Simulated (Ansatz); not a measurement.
CHBS2 (`S=C1BS1`) at its PBE0-D4/def2-TZVP geometry, where that method's forces vanish. Charge 0, multiplicity 1.

```xyz
5

S     0.8697    0.9639    1.8457
C     0.1839    0.3345    0.5584
B    -0.0147   -0.5024   -0.6561
S    -1.4136    0.5144   -0.3246
H     0.3747   -1.3105   -1.4234
```

(1) What forces (eV/Å) does ωB97M-V/def2-TZVPP give on these atoms in the Gaussian-basis code of Ansatz? (An estimate is asked.)

Results:

(1) The calculation gave: 
```
S1  -0.044 -0.003 -0.035
C2  -0.020  0.079  0.088
B3   0.017 -0.186 -0.228
S4   0.102 -0.007  0.063
H5  -0.055  0.117  0.112
```
